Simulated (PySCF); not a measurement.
C6H10, SMILES C=C=C(C)CC.

The structure is a stationary point at TPSSh-D3(BJ)/def2-SVP. One conformer was computed; it need not be the lowest.

Computed with TDDFT-PBE/def2-SVPD (PySCF).

Vertical excitations. Gas-phase values at a fixed geometry.

Q: Estimate the UV-visible absorptions. (An estimate is asked for; the answer gives what the named calculation found.)

A: 
| state | energy (eV) | λ (nm) | f | main pairs |
|---|---|---|---|---|
| S1 | 5.33 | 233 | 0.000 | HOMO→LUMO 98 % |
| S2 | 5.78 | 214 | 0.022 | HOMO→LUMO+2 83 %, HOMO→LUMO+1 16 % |
| S3 | 5.98 | 207 | 0.002 | HOMO−1→LUMO+1 97 % |
| S4 | 6.37 | 195 | 0.026 | HOMO−1→LUMO+2 95 % |
| S5 | 6.45 | 192 | 0.042 | HOMO→LUMO+3 83 % |
| S6 | 6.60 | 188 | 0.070 | HOMO→LUMO+1 40 %, HOMO→LUMO+3 16 %, HOMO→LUMO+5 12 %, HOMO−1→LUMO 11 % |
| S7 | 6.75 | 184 | 0.015 | HOMO→LUMO+4 95 % |
| S8 | 6.98 | 178 | 0.033 | HOMO→LUMO+5 65 %, HOMO−1→LUMO 15 %, HOMO−1→LUMO+3 14 % |
| S9 | 7.03 | 176 | 0.025 | HOMO−1→LUMO+3 84 % |
| S10 | 7.27 | 170 | 0.068 | HOMO−1→LUMO+4 88 % |
| T1 | 4.45 | 279 | 0 | HOMO→LUMO+1 84 % |
| T2 | 4.78 | 259 | 0 | HOMO−1→LUMO 87 % |
| T3 | 4.94 | 251 | 0 | HOMO→LUMO 97 % |
| T4 | 5.67 | 219 | 0 | HOMO−1→LUMO+1 94 % |
Triplets are in the Tamm–Dancoff approximation, which puts them higher than full response would, so one can lie above its singlet here.
